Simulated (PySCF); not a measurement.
# Selenium: a sound run and one with changed settings

Sound run: Se⁺ [Ar] 3d10 4s2 4p3, Se²⁺ [Ar] 3d10 4s2 4p2. Computed with PySCF 2.14 in cc-pVDZ-PP with ECP10MDF, with scalar relativity through the core potential. In the sound run the correlated levels freeze 3s2 3p6 3d10 outside the core potential. The sound run starts from symmetry-adapted Hartree-Fock orbitals and uses a fine grid where one is needed.

A second run was set up differently.

```json
{"species": "Se⁺", "method": "MP2", "sound run (hartree)": "-371.58864", "changed run (hartree)": "-371.54537", "converged": "yes"}
{"species": "Se⁺", "method": "CCSD(T)", "sound run (hartree)": "-371.60401", "changed run (hartree)": "-371.54979", "converged": "yes"}
{"species": "Se²⁺", "method": "MP2", "sound run (hartree)": "-370.80963", "changed run (hartree)": "-370.77063", "converged": "yes"}
{"species": "Se²⁺", "method": "CCSD(T)", "sound run (hartree)": "-370.82674", "changed run (hartree)": "-370.77243", "converged": "yes"}
```

Ionisation energy of Se⁺:

| method | sound run (eV) | changed run (eV) |
| --- | --- | --- |
| UHF | 20.842 | 20.842 |
| MP2 | 21.198 | 21.082 |
| SCS-MP2 | 21.076 | 20.922 |
| CCSD | 21.148 | 21.153 |
| CCSD(T) | 21.151 | 21.153 |

What was changed?
A. basis contracted for another Hamiltonian
B. too few SCF iterations
C. a valence shell is frozen
D. level shift left on

C. Freezing a valence shell removes pair correlation that changes on ionisation.
